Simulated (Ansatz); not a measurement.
```yaml
crystal:
  periodic: [false, false, false]
  atoms:
    - {symbol: Si, position_ang: [0.040707, 1.524014, 0.047075]}
    - {symbol: C, position_ang: [0.438171, -0.966274, 0.080511]}
    - {symbol: C, position_ang: [0.438171, -1.266274, -0.219489]}
    - {symbol: Cl, position_ang: [-0.166437, -2.945128, -0.043290]}
    - {symbol: H, position_ang: [0.371266, 1.813134, -1.374401]}
    - {symbol: H, position_ang: [-1.009383, 2.470694, 0.503661]}
    - {symbol: H, position_ang: [1.266809, 1.726383, 0.865105]}
    - {symbol: H, position_ang: [-0.847664, -0.415542, 1.273444]}
    - {symbol: H, position_ang: [-1.498860, -0.352507, -0.356856]}
    - {symbol: H, position_ang: [0.697027, -1.150686, -1.271922]}
    - {symbol: H, position_ang: [1.352930, -1.214478, 0.370860]}
basis:
  gaussian: {orbitals: def2-TZVPP}
hamiltonian: {xc: {name: B3LYP}, dispersion: d4}
```

```sh
$ ansatz run in.yaml --threads 4 --pin off --events-out ev --progress --plain --max-ram 10444MiB
```

Output, abridged:

```
Functional definition: B3LYP
1377 factors; their error is unknown
mean field evaluation 1: about -22317.4102 eV, gradient 1.7e2 eV
mean field evaluation 2: about -22104.3886 eV, gradient 2.8e2 eV
mean field evaluation 4: about -22341.4137 eV, gradient 8.2e1 eV
mean field evaluation 8: about -22376.9679 eV, gradient 3.0e0 eV
mean field evaluation 16: about -22377.0537 eV, gradient 5.3e-2 eV
mean field -22377.05366173 eV, -822.3415543568 hartree, gradient 3.0e-5 eV, S^2 0.000000; 1 other end points of the search recorded, 0 dependent functions left out
reference -22377.05395960 eV, -822.3415653034 hartree; 25, 25 occupied and 219, 219 virtual orbitals, 1377 factors
Total energy: -22377.50536148 eV, -822.3581540166 hartree
```

Task: What is wrong with this run?

Result: One atom was put on top of another. The calculation finished and met its thresholds. The result belongs to that input, not to the molecule as meant.

B3LYP here is the variant with VWN-RPA as its local correlation; programs differ in this.
